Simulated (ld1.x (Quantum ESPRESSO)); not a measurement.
# Configuration tests for Ta (TM semilocal)

| Property | Result |
| --- | --- |
| Element | tantalum (Ta) |
| Generator | ld1.x (Quantum ESPRESSO) 7.5 |
| Type | norm-conserving Troullier–Martins (semilocal form) |
| Functional | LDA (PZ) |
| Relativity | scalar-relativistic |
| Frozen core | [Kr] 4d10 |
| Valence charge | 27 |
| Reference configuration | 4f14 5s2 5p6 5d3 6s2 6p0 |
| Partial waves | 5s (bound): rc 1.65 bohr; 5p (bound): rc 2.00 bohr; 4f (bound): rc 0.70 bohr; 5d (bound): rc 2.75 bohr |
| Local potential | the d channel |
| Core correction | none |

Occupied shells without a wave of their own: 6s. They enter only through the test configuration that unscreens the potential.

Energies are relative to the spin-unpolarised reference configuration 4f14 5s2 5p6 5d3 6s2 6p0; without spin polarisation the order of configurations can differ from experiment. Spin-polarised rows fill each open shell by Hund’s rule, majority spin first.

Give the all-electron excitation energy and the error of the potential for: 4f14 5s2 5p6 5d3 6s1 6p0; 4f14 5s2 5p6 5d3 6s0 6p0; 4f14 5s2 5p6 5d2 6s0 6p0; 4f14 5s2 5p5 5d3 6s2 6p0; 4f14 5s2 5p6 5d4 6s0 6p0; 4f14 5s2 5p6 5d3 6s0 6p2; 4f14 5s2 5p6 5d4 6s1 6p0; 4f14 5s2 5p6 5d3 6s2 6p0 (spin-polarised); 4f14 5s2 5p6 5d3 6s1 6p0 (spin-polarised).

```tsv
valence configuration	charge	ΔE all-electron (eV)	error AE − PS (meV)
4f14 5s2 5p6 5d3 6s1 6p0	+1	8.702	-1464
4f14 5s2 5p6 5d3 6s0 6p0	+2	24.010	-3628
4f14 5s2 5p6 5d2 6s0 6p0	+3	47.938	-4871
4f14 5s2 5p5 5d3 6s2 6p0	+1	45.190	-48
4f14 5s2 5p6 5d4 6s0 6p0	+1	10.166	-2637
4f14 5s2 5p6 5d3 6s0 6p2	0	8.787	-2439
4f14 5s2 5p6 5d4 6s1 6p0	0	2.092	-1074
4f14 5s2 5p6 5d3 6s2 6p0 (spin-polarised)	0	-1.047	+26
4f14 5s2 5p6 5d3 6s1 6p0 (spin-polarised)	+1	6.726	-1366
```

Levels in the configuration 4f14 5s2 5p6 5d4 6s1 6p0:

| level | all-electron (eV) | pseudo (eV) |
| --- | --- | --- |
| 4f | -23.245 | -24.054 |
| 5s | -71.513 | -72.076 |
| 5p | -37.995 | -38.474 |
| 5d | -2.835 | -3.113 |
| 6s | -5.165 | -6.424 |

These tests converged, but a pseudo level misses the all-electron one widely, so the file describes the atom poorly there or has found another state: 4f14 5s2 5p6 5d3 6s0 6p0: empty 6s by 2.6 eV; 4f14 5s2 5p6 5d2 6s0 6p0: empty 6s by 3.4 eV; 4f14 5s2 5p6 5d4 6s1 6p0: 6s by 1.3 eV. The 6s level has no wave, so the channel is fitted at the deeper level alone: the likely source of the large errors.

A Bessel basis up to 400 Ry misses an occupied level by 0.21 Ry, so cutoffs and ghosts were not judged. The potential misses its own reference levels by up to 1.2 eV, so it is not fit for use.
